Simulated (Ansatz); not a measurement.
C$_{2}$H$_{6}$BFS, SMILES `CB(S)CF`, relaxed with RKS PBE0-D4/def2-TZVP in the Gaussian-basis code of Ansatz from a PBE-D4/def2-SVP geometry. The force threshold is 0.005 eV/Å; the program also tests the step.

Charge 0, multiplicity 1.

Start:

```xyz
11

C    -1.421   -0.463    0.429
B     0.082   -0.370   -0.008
S     1.029   -1.893   -0.203
C     0.773    1.034   -0.271
F    -0.102    2.106   -0.102
H    -2.051    0.042   -0.336
H    -1.809   -1.486    0.598
H    -1.567    0.138    1.353
H     2.226   -1.350   -0.577
H     1.197    1.075   -1.303
H     1.643    1.168    0.419
```

Question: How much energy does the relaxation release, and in how many steps? (An estimate is asked.)

Answer: Ansatz gave: 0.04 eV, in 5 steps.

Question: Which bonds change most? (Estimate.)

Answer: Computed: S3–H9 from 1.367 to 1.346 Å; C4–H11 from 1.118 to 1.098 Å; C4–H10 from 1.117 to 1.098 Å; C1–H6 from 1.112 to 1.096 Å.

Question: Give the relaxed structure. (An estimate is asked.)

Answer: Ansatz gave: 
```xyz
11

C    -1.416   -0.458    0.426
B     0.077   -0.366   -0.004
S     1.025   -1.874   -0.198
C     0.778    1.019   -0.271
F    -0.077    2.101   -0.095
H    -2.041    0.033   -0.329
H    -1.788   -1.471    0.586
H    -1.567    0.124    1.342
H     2.204   -1.337   -0.563
H     1.172    1.070   -1.295
H     1.634    1.159    0.402
```
